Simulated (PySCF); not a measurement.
## Correlation energy of As²⁺ (arsenic, charge +2)

[Ar] 3d10 4s2 4p1, 2P determinant. All numbers are calculated (PySCF 2.14, a scalar-relativistic core potential, in aug-cc-pwCVDZ-PP with ECP10MDF). Frozen: 3s2 3p6 3d10; 3 electrons correlated.

MP2 pair energies summed by pair of shells (mhartree):

```csv
pair,energy,share (%)
4s-4s,-20.92,57.6
4s-4p,-15.38,42.4
```

Total MP2 correlation energy: -36.30 mhartree.

Same-spin part -2.36 and opposite-spin part -33.94 mhartree; SCS-MP2 scales them by 1/3 and 6/5 to -41.51 mhartree.
